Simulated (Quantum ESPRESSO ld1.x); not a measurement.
Question: Radial electron density D(r) = 4 pi r^2 rho(r) of an atom or ion with 50 electrons. All-electron calculation, scalar-relativistic Kohn-Sham, LDA (Slater exchange, Perdew-Wang correlation), spin-polarised, spherical densities, point nucleus. Program: ld1.x of Quantum ESPRESSO 7.5.

```
   r/bohr * D(r) (the largest magnitude, 95, reaches the edge; | marks zero)
 0.001176 | *
 0.001556 |  *
 0.002043 |    *
 0.002703 |      *
 0.003548 |          *
 0.004695 |               *
 0.006162 |                     *
 0.008153 |                            *
   0.0107 |                                   *
  0.01405 |                                        *
  0.01859 |                                         *
   0.0244 |                                       *
  0.03228 |                                    *
  0.04237 |                                      *
  0.05606 |                                              *
  0.07358 |                                                      *
  0.09736 |                                                   *
   0.1278 |                                         *
   0.1677 |                                         *
   0.2219 |                                              *
   0.2913 |                                     *
   0.3854 |                   *
   0.5059 |                *
   0.6694 |                  *
   0.8787 |           *
    1.163 |    *
    1.526 |  *
    2.003 |*
     2.65 *
    3.479 *
    4.603 *
```

What is the nuclear charge?

Answer: Z = 56. The innermost maximum, from 1s, lies near gamma/Z bohr with gamma = sqrt(1 - (Z/c)^2) = 0.913, here 0.0163 bohr (found: 0.0179), and its height grows with Z. The density is that of the barium ion Ba6+ in [Kr] 4d10 5s2 5p2; the configuration itself is not fixed sharply by these data, and Z only to a few units. D(r) has 4 maxima, at r = 0.0179, 0.0791, 0.224, 0.628 bohr, and minima at 0.0344, 0.148, 0.463 bohr, inside which lie 1.96, 11.15, 28.99 electrons.
